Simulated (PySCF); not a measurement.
# Spin states of TlZn⁺

Unrestricted PBE0; PySCF, scalar-relativistic core potentials, basis sets Tl def2-SVP with ECP60, Zn def2-SVP. Outer shells of the fragments: Tl+ 5d10 6s2; Zn 3d10 4s2.

Followed along the bond (rough minima from three points):

| 2Ms+1 | unpaired | ⟨S²⟩ at the start | R at minimum (Å) | Te (eV) |
| --- | --- | --- | --- | --- |
| 1 | none | 0.00 | 3.12 | 0.00 |
| 3 | σ ↑↑ | 2.00 | none in the scan | ≤ 2.80 |

Solutions found at the starting distance of 2.720 Å, counted from the lowest of them; the search is not exhaustive and high or unbound solutions are not listed, so other states can lie among these:

```csv
2Ms+1,unpaired,term,E (eV),⟨S²⟩,⟨Lz²⟩,μ (D)
1,none,¹Σ⁺,0.00,0.00,0.00,2.09
3,σ ↑↑,³Σ⁺,2.89,2.00,0.00,2.74
3,"σ ↑, π ↑",³Π,3.02,2.00,1.00,4.84
1,"σ ↓, π ↑",mixed,3.31,1.01,1.00,5.36
```

A term symbol is given only where ⟨S²⟩ and ⟨Lz²⟩ are close to those of a pure state; real π, δ and φ orbitals otherwise mix terms. A positive dipole points towards Zn; it is taken about the centre of mass and depends on that origin.

Spin–orbit coupling is left out. Counting both spins, an empty level lies below a filled one in some of these solutions, because spin and occupation are held.
